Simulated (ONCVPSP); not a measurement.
# Before and after: ONCV potential for Ti (Z = 22)

- Element: Ti (Z = 22)
- Generator: ONCVPSP 4.0.1
- Type: optimised norm-conserving Vanderbilt (ONCV)
- Functional: PBEsol
- Relativity: scalar-relativistic
- Frozen core: [Ne]
- Valence charge: 12
- Reference configuration: 3s2 3p6 3d2 4s1.5 4p0.5
- Partial waves: 3s+4s: rc 1.30 bohr, ncon 4, nbas 7, qcut 9.3 1/bohr, 3 projectors, debl 2.3 Ha; 3p+4p: rc 1.55 bohr, ncon 4, nbas 8, qcut 7.5 1/bohr, 2 projectors; 3d: rc 2.35 bohr, ncon 4, nbas 8, qcut 8 1/bohr, 2 projectors, debl 3.8 Ha
- Local potential: polynomial inside 1.10 bohr (lpopt 5, dvloc0 0 Ha)
- Core correction: Teter function, fcfact 5.25, rcfact 1.2

Change: d: rc 2.76.

Cutoffs: the cutoffs (Ha) at which the residual kinetic energy of the hardest occupied pseudo-wave falls to 1 and 0.1 mHa per electron; they do not see the model core or the augmentation charge, which bear on the density cutoff. Errors are all-electron minus pseudo energies relative to the spin-unpolarised reference configuration.

Problem. How do hardness, ghosts and transferability respond?

Solution. The potential gets neither clearly harder nor softer (31 Ha and 37 Ha → 31 Ha and 37 Ha); of the 4 tests that both files solve, the error grows in 2 and shrinks in 0 by more than 15 % and 0.3 meV (median size 0.6 → 1.0 meV); neither file shows a bound ghost.

```tsv
quantity	base	changed
cutoff, loose	31 Ha	31 Ha
cutoff, tight	37 Ha	37 Ha
loose cutoff by channel	s 31 Ha, p 20 Ha, d 20 Ha	s 31 Ha, p 20 Ha, d 18 Ha
bound ghosts	none	none
GHOST(+) flags under 300 eV	none	none
error for 3s2 3p6 3d2 4s2 4p0, meV [ΔE -1.53 eV]	+0.2	+0.2
error for 3s2 3p6 3d2 4s1 4p0, meV [ΔE 5.83 eV]	+0.1	+0.2
error for 3s2 3p6 3d2 4s0 4p0, meV [ΔE 19.30 eV]	+1.0	-1.7
error for 3s1 3p6 3d2 4s2 4p0, meV [ΔE 67.94 eV]	-183	-257
s: phases at 1.32 bohr within 0.05 rad from the reference energy up to (Ha; the scan ends near 5)	to the end of the scan	to the end of the scan
p: phases at 1.57 bohr within 0.05 rad from the reference energy up to (Ha; the scan ends near 5)	to the end of the scan	to the end of the scan
rms error of d²Exc/dni dnj with the model core, mHa	0.56	0.85
```
